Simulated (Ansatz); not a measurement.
Frontier orbitals of C₄H₉Cl₃Sn, SMILES `C[C](C)(C)[Sn]([Cl])([Cl])[Cl]`.

Charge 0, multiplicity 1. Correlated methods include outer-core shells of Sn, which these sets cover unevenly. Sn: def2 effective core potential. Geometry: relaxed with PBE0-D4/def2-TZVP. Basis def2-TZVPP, Ansatz 0.2.0.

```json
{"functional": "PBE", "HOMO (eV)": "-7.05", "LUMO (eV)": "-2.84", "gap (eV)": "4.21"}
{"functional": "B97M-V", "HOMO (eV)": "-7.36", "LUMO (eV)": "-2.57", "gap (eV)": "4.79"}
{"functional": "PBE0", "HOMO (eV)": "-8.17", "LUMO (eV)": "-1.95", "gap (eV)": "6.22"}
{"functional": "r2SCANh", "HOMO (eV)": "-7.71", "LUMO (eV)": "-2.33", "gap (eV)": "5.38"}
{"functional": "HSE06 (plane-wave form)", "HOMO (eV)": "-7.78", "LUMO (eV)": "-2.32", "gap (eV)": "5.46"}
{"functional": "ωB97M-V", "HOMO (eV)": "-10.20", "LUMO (eV)": "0.04", "gap (eV)": "10.24"}
{"functional": "HF", "HOMO (eV)": "-10.74", "LUMO (eV)": "1.90", "gap (eV)": "12.64"}
```

From PBE to PBE0 the HOMO moves by −1.12 eV and the LUMO by +0.90 eV, and with ωB97M-V by −3.15 and +2.89 eV, so the gap grows from 4.21 to 10.24 eV with exact exchange. A positive LUMO is unbound and depends on the basis.
